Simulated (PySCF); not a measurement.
Ligands exchanged one at a time, Al H-SiH3. Isolated molecules, 0 K electronic values unless said otherwise. Strings in code marks are SMILES.

The numbers are results of PBE-D3(BJ)/def2-TZVP // B3LYP-D3(BJ)/def2-TZVP in PySCF, not measurements. 

```tsv
species	dipole moment (D)	LUMO (eV)	HOMO–LUMO gap (eV)
0 of 3 H replaced by SiH3	0.00	-2.52	4.78
1 of 3 H replaced by SiH3	0.22	-2.87	3.67
3 of 3 H replaced by SiH3 (`[SiH3][Al]([SiH3])[SiH3]`)	0.09	-3.35	2.95
```
